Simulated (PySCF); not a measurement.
(1-methylcyclopropyl)methanol (C₅H₁₀O), SMILES CC1(CO)CC1. Atoms are numbered in the order given.

```xyz
16

C     -1.1005    -1.5891     0.0000
C     -0.1487    -0.4111     0.0000
C     -0.8625     0.9275     0.0000
O      0.0762     1.9825     0.0000
C      1.1500    -0.5258    -0.7560
C      1.1500    -0.5258     0.7560
H     -1.7508    -1.5786    -0.8917
H     -1.7508    -1.5786     0.8917
H     -0.5503    -2.5422     0.0000
H     -1.5219     0.9754    -0.8926
H     -1.5219     0.9754     0.8926
H     -0.4026     2.8191     0.0000
H      1.5242     0.3729    -1.2515
H      1.3553    -1.4652    -1.2781
H      1.3553    -1.4652     1.2781
H      1.5242     0.3729     1.2515
```

Geometry: B3LYP-D3(BJ)/def2-SVP. Other conformers were not sampled.

Level of theory: HF/pcSseg-1 in PySCF.

GIAO shieldings, no solvent; atoms listed in one row are averaged. δ = σ(ref) − σ: ¹³C against TMS (σ = 192.6 ppm); ¹⁷O against H2O (σ = 333.0 ppm); ¹H against TMS (σ = 31.99 ppm), references at their B3LYP-D3(BJ)/def2-TZVP geometries, non-relativistic.

Computed chemical shifts:
```tsv
nucleus	atoms	count	δ (ppm)
¹³C	C3	1	61.8
¹³C	C1	1	23.7
¹³C	C2	1	11.3
¹³C	C5, C6	2	8.4
¹⁷O	O4	1	6.6
¹H	H10, H11	2	3.66
¹H	H7, H8, H9	3	1.29
¹H	H16, H13	2	1.18
¹H	H12	1	0.82
¹H	H14, H15	2	0.35
```
